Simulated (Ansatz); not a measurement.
BFGeH5NSi (`F[B]1N[SiH2][GeH2]1`). The species carries charge 0 and has multiplicity 1. The structure was optimised at the PBE0-D4/def2-TZVP level.

```xyz
10

F     0.808   -1.829    1.786
B     0.406   -0.923    0.902
N     1.143   -0.556   -0.240
Si    0.205    0.675   -1.099
Ge   -1.285    0.299    0.715
H     2.040   -0.952   -0.485
H     0.956    1.955   -1.209
H    -0.149    0.231   -2.474
H    -2.638   -0.348    0.393
H    -1.487    1.448    1.711
```

What is the dipole moment at B3LYP/def2-TZVPP? (Best estimate.)

The calculation gave: 1.42 D, with components (0.71, 0.39, -1.16) D in this frame, pointing from negative to positive charge.

And with PBE, r2SCAN, ωB97M-V? (Estimate.)

Ansatz gave: PBE 1.37 D, r2SCAN 1.43 D, ωB97M-V 1.42 D.

Give the Mulliken charges with B3LYP, ωB97M-V, r2SCAN in def2-TZVPP. (Best estimate.)

Computed: 
| atom | B3LYP | ωB97M-V | r2SCAN |
| --- | --- | --- | --- |
| F1 | -0.25 | -0.25 | -0.27 |
| B2 | 0.32 | 0.29 | 0.36 |
| N3 | -0.22 | -0.19 | -0.28 |
| Si4 | 0.25 | 0.18 | 0.28 |
| Ge5 | -0.08 | -0.13 | -0.05 |
| H6 | 0.13 | 0.10 | 0.14 |
| H7 | -0.07 | -0.03 | -0.08 |
| H8 | -0.07 | -0.03 | -0.08 |
| H9 | 0.00 | 0.02 | -0.01 |
| H10 | 0.00 | 0.02 | -0.01 |

B3LYP here is the variant with VWN-RPA as its local correlation; programs differ in this.
